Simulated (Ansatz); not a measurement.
Molecule: C₃H₇Si, net charge 0, doublet state. It need not be the lowest isomer of its formula. SMILES: C=C[CH][SiH3]
Geometry from a B3LYP-D3(BJ)/def2-TZVP (Ansatz, a quantum-chemistry and plane-wave program) optimisation:
```xyz
11

C     -2.4901    -0.2358    -0.0160
C     -1.2069     0.2554    -0.1097
C     -0.0519    -0.4790     0.1304
Si     1.6677     0.1938     0.0008
H     -2.6737    -1.2663     0.2622
H     -3.3496     0.3885    -0.2161
H     -1.0939     1.2990    -0.3938
H     -0.1882    -1.5211     0.4134
H      2.4600    -0.5563    -1.0067
H      2.3851     0.0787     1.2960
H      1.6059     1.6212    -0.3948
```
Charge 0, spin multiplicity 2.

Parts of the frozen-core correlation energy in cc-pVTZ (Ansatz, hartree). Frozen orbitals: 8; correlated occupied orbitals by spin: 12 and 11; virtual: 202 and 203. Open shells are spin-unrestricted. No spin-orbit coupling. No relativistic terms.

| term | value |
|---|---|
| reference (HF) | -406.62319 |
| MP2 opposite-spin | -0.45671 |
| MP2 same-spin | -0.12189 |
| CCSD correlation | -0.64030 |
| (T) | -0.02647 |
| T1 diagnostic | 0.026 |
| largest doubles amplitude | 0.063 |
| <S^2> of the reference | 0.950 |
